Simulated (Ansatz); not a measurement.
Reaction (formal exchange of groups at a C–O bond): `C=COBC` + `[InH3]` → `C=[CH][InH2]` + `CBO`

Program: Ansatz. Geometries: PBE0-D4/def2-TZVP. ΔE: electronic, gas phase. CCSD(T)/CBS is the MP2 limit (def2-TZVPP, def2-QZVPP) plus CCSD(T) − MP2 in def2-TZVPP, frozen cores. Functionals use def2-TZVPP. B3LYP here is the variant with VWN-RPA as its local correlation; programs differ in this. def2 core potentials past Kr. For In outer-core shells are correlated without core-valence functions, which leaves a few kJ/mol of doubt a bond. Each species was taken in one conformer, which may not be the lowest.

`C=COBC`:

Z-matrix (Å, degrees):
```
C
B 1 1.560
H 1 1.097 2 109.0
H 1 1.091 2 115.1 3 -121.1
H 1 1.094 2 109.9 3 114.8
O 2 1.361 1 125.0 3 110.4
H 2 1.200 1 121.6 3 -70.3
C 6 1.361 2 126.7 1 -5.0
C 8 1.322 6 125.0 2 -59.0
H 8 1.086 6 112.4 2 124.6
H 9 1.081 8 119.6 6 -177.1
H 9 1.083 8 121.9 6 2.1
```

`[InH3]`:

Z-matrix (Å, degrees):
```
In
H 1 1.724
H 1 1.724 2 120.0
H 1 1.724 2 120.0 3 -180.0
```

`C=[CH][InH2]`:

Cartesian coordinates in Å:
```
C 0.545 -0.043 1.362
C -0.164 -0.621 0.393
In -0.443 0.340 -1.493
H 1.008 0.934 1.237
H 0.701 -0.513 2.332
H -0.594 -1.600 0.598
H -1.357 -0.386 -2.761
H 0.303 1.889 -1.667
```

`CBO`:

```xyz
8

C     0.578    0.509   -0.648
B    -0.435   -0.093    0.372
O    -0.292   -1.381    0.773
H     1.349   -0.198   -0.960
H     1.064    1.393   -0.220
H     0.050    0.870   -1.537
H    -1.349    0.556    0.819
H    -0.964   -1.657    1.401
```

(1) Is it downhill or uphill in electronic energy at CCSD(T)/CBS, and by how much? (Best estimate.)

(2) What do these levels give: B2PLYP, PBE, PBE0, B3LYP, SCS-MP2/def2-TZVPP, HF/def2-QZVPP? (Best estimate.)

Largest T1 diagnostic among the species: 0.014.

Results:

(1) Computed: Downhill: ΔE = -66.6 kJ/mol.

(2) The calculation gave: B2PLYP -60.3, PBE -53.3, PBE0 -54.2, B3LYP -54.2, SCS-MP2/def2-TZVPP -67.9, HF/def2-QZVPP -52.2 kJ/mol.

In def2-TZVPP, CCSD(T) changes the Hartree–Fock value by −11.3 kJ/mol (the triples alone add −0.7 kJ/mol) and MP2 by −19.9 kJ/mol. The D4 term adds +3.7 kJ/mol with B3LYP and +2.2 kJ/mol with PBE0; it sums over pairs of atoms, weighted by their polarisabilities, and B3LYP, whose exchange is more repulsive, gets the larger term.
